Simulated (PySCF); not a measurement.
**Orbital picture of SrSb⁺**

r²SCAN0 at R = 3.144 Å; Sr def2-SVPD with ECP28, Sb def2-SVPD with ECP28; scalar-relativistic core potentials (PySCF 2.14). State: ³Σ⁻ (triplet), unpaired electrons π ↑↑. Only the outer orbitals are listed, counted within each symmetry, core potentials removing the inner ones.

```
spin  orbital  occ.  ε (eV)  on Sr (%)            main shells (%)
   α       3π     1  -31.15        100                   100 Sr p
   α       3π     1  -31.15        100                   100 Sr p
   α       5σ     1  -30.91         99                    99 Sr p
   α       6σ     1  -18.58          2                    97 Sb s
   α       4π     1   -9.99          7                    92 Sb p
   α       4π     1   -9.99          7                    92 Sb p
   α       7σ     1   -9.94         28           69 Sb p, 18 Sr s
   α       8σ     0   -6.24         91  72 Sr s, 10 Sr d, 10 Sr p
   α       2δ     0   -4.91         99                    99 Sr d
   α       2δ     0   -4.91         99                    99 Sr d
   β       3π     1  -31.13        100                   100 Sr p
   β       3π     1  -31.13        100                   100 Sr p
   β       5σ     1  -30.88         99                    99 Sr p
   β       6σ     1  -16.40          4                    95 Sb s
   β       7σ     1   -9.33         43   54 Sb p, 32 Sr s, 9 Sr d
   β       4π     0   -6.32         34           65 Sb p, 29 Sr d
   β       4π     0   -6.32         34           65 Sb p, 29 Sr d
   β       8σ     0   -6.26         85  61 Sr s, 14 Sr p, 14 Sb p
```

Question: Which are the highest filled and the lowest empty level, where do they sit, and how wide is the gap?

Answer: Highest filled β 7σ at -9.33 eV (in %: 54 Sb p, 32 Sr s, 9 Sr d); lowest empty β 4π at -6.32 eV (in %: 65 Sb p, 29 Sr d); the gap at r²SCAN0 is 3.01 eV.

| Quantity | Value |
| --- | --- |
| bond order (Mayer) | 1.18 |
| ⟨S²⟩ | 2.026 |
| charge on Sr (Mulliken, basis-dependent) | 1.11 |
| charge on Sr (Löwdin, basis-dependent) | 0.92 |
| dipole moment (positive dipole points towards Sb; it is taken about the centre of mass and depends on that origin) | -11.75 D |

Spin–orbit coupling is left out. The state was picked by a PBE0 search and need not be the measured ground state.
